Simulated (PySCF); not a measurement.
Compound: C3H8FN2Si (doublet state).
Z-matrix (Å and degrees, GFN2-xTB geometry), rows numbered from 1:
```
C 
C   1  1.5328
C   2  1.5517  1  113.50
N   3  1.4275  2  106.25  1  -142.91
Si  4  1.7285  3  113.33  2    16.05
F   5  1.6152  4  108.52  3  -130.16
N   2  1.3987  1  111.47  3  -127.35
H   1  1.0871  2  110.42  3   -58.21
H   1  1.0856  2  109.41  3  -178.79
H   1  1.0867  2  109.52  3    62.40
H   2  1.1041  1  106.58  3   117.83
H   3  1.0993  2  108.48  1   -23.32
H   3  1.0960  2  111.79  1    95.37
H   4  1.0036  3  116.83  2  -171.49
H   5  1.4483  4  116.34  3   112.89
```

The hyperfine couplings belong to this conformer and change with its torsions.

As a line formula: `[N]1[Si@H](F)NC[C@H]1C` [radical].

Theory: UKS B3LYP, pcH-1 on C F H N Si, non-relativistic, mean-field spin-orbit, GIAO in PySCF. One conformer (not necessarily the lowest) at the GFN2-xTB geometry, without solvent, vibrations or thermal averaging. Couplings are sensitive to structure, and on GFN2-xTB geometries they can be far from those on DFT ones.

Q: Count the α and β electrons and give S(S+1).

A: Nα = 32, Nβ = 31 (63 in all), and S(S+1) = 0.75 for S = 1/2.

Mulliken spin populations, one withheld:

```json
{"atom": "C1", "bound to": "C2, H8, H9, H10", "population": "+0.0333"}
{"atom": "C2", "bound to": "C1, C3, N7, H11", "population": "-0.0652"}
{"atom": "C3", "bound to": "C2, N4, H12, H13", "population": "+0.0012"}
{"atom": "N4", "bound to": "C3, Si5, H14", "population": "+0.0851"}
{"atom": "Si5", "bound to": "N4, F6, N7, H15", "population": "-0.0098"}
{"atom": "F6", "bound to": "Si5", "population": "+0.0042"}
{"atom": "N7", "bound to": "Si5, C2", "population": "?"}
{"atom": "H8", "bound to": "C1", "population": "+0.0033"}
{"atom": "H9", "bound to": "C1", "population": "-0.0031"}
{"atom": "H10", "bound to": "C1", "population": "+0.0058"}
{"atom": "H11", "bound to": "C2", "population": "+0.0958"}
{"atom": "H12", "bound to": "C3", "population": "+0.0159"}
{"atom": "H13", "bound to": "C3", "population": "+0.0008"}
{"atom": "H14", "bound to": "N4", "population": "-0.0037"}
{"atom": "H15", "bound to": "Si5", "population": "+0.0055"}
```

Q: Complete the table.

A: The populations add up to Nα − Nβ = 1, and the others sum to 0.1691, so N7 holds +0.831.

Q: How is the spin shared among the elements?

A: Nitrogen +0.92, hydrogen +0.12, fluorine 0.00, silicon -0.01, carbon -0.03. The positive populations sum to 1.08, the negative ones to -0.08.

Q: With ⟨S²⟩ = 0.7545, find the sum of squared α–β overlaps and estimate the admixture of higher spin.

A: For a single determinant ⟨S²⟩ = S(S+1) + Nβ − Σ|⟨iα|jβ⟩|², so the squared overlaps of occupied orbitals sum to 31 − 0.0045 = 30.9955. If the quartet state (S + 1) were the only admixture, its weight would be 0.0045/(2S + 2) = 0.15 %. For Kohn–Sham this describes the determinant of the orbitals, not the true wave function.

Q: What Fermi-contact NMR shifts do the couplings of C1, C2, C3, N4, Si5, F6, N7 imply at 298 K (Curie law, g = gₑ)?

A: δ = a_FC·h·gₑ μB S(S+1)/(3 g_N μN kT), with k/h = 20836.6 MHz/K:

```json
{"nuclei": "C1", "isotope": "13C", "a_FC (MHz)": "46.12", "g_N": "1.4048", "contact shift (ppm)": "+4859"}
{"nuclei": "C2", "isotope": "13C", "a_FC (MHz)": "-29.94", "g_N": "1.4048", "contact shift (ppm)": "-3155"}
{"nuclei": "C3", "isotope": "13C", "a_FC (MHz)": "2.54", "g_N": "1.4048", "contact shift (ppm)": "+268"}
{"nuclei": "N4", "isotope": "14N", "a_FC (MHz)": "3.60", "g_N": "0.4038", "contact shift (ppm)": "+1321"}
{"nuclei": "Si5", "isotope": "29Si", "a_FC (MHz)": "31.79", "g_N": "-1.1106", "contact shift (ppm)": "-4238"}
{"nuclei": "F6", "isotope": "19F", "a_FC (MHz)": "-2.34", "g_N": "5.2577", "contact shift (ppm)": "-66"}
{"nuclei": "N7", "isotope": "14N", "a_FC (MHz)": "26.55", "g_N": "0.4038", "contact shift (ppm)": "+9733"}
```

The sign follows the spin density at the nucleus: positive density means a positive shift.

The spin density at the nucleus, in bohr⁻³, is negative for Si5 (-0.0358), C2 (-0.0266) and H14 (-0.0015), for instance. A restricted open-shell determinant has no negative spin density anywhere; here it arises because α and β orbitals differ (spin polarisation).
